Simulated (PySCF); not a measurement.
**Stationary points of SnI₃**

These are results of PySCF, PBE, basis Sn def2-SVP with ECP28, I def2-SVP with ECP28 (scalar-relativistic core potentials, no spin–orbit coupling, density fitting), not measurements.

Relaxations began from a few typed shapes; open shells are unrestricted. The search is not exhaustive: other isomers or separated fragments can lie lower, and high-lying points may rest on an excited occupation.

| spin | group | bonds | angles | imaginary modes (cm⁻¹) | ΔE (kJ/mol) | ΔE with ZPE (kJ/mol) |
| --- | --- | --- | --- | --- | --- | --- |
| doublet | C3v | Sn–I 2.769 Å (×3) | I–Sn–I 109.2° (×3) | none | 0.0 | 0.0 |
| doublet | D3h | Sn–I 2.811 Å (×3) | I–Sn–I 120.0° (×3) | 64i | 24.3 | – |

The lowest minimum found is the doublet C3v: Sn–I 2.769 Å (×3); I–Sn–I 109.2° (×3).

For the lowest minimum: with an element this heavy the missing spin–orbit coupling can shift these numbers.
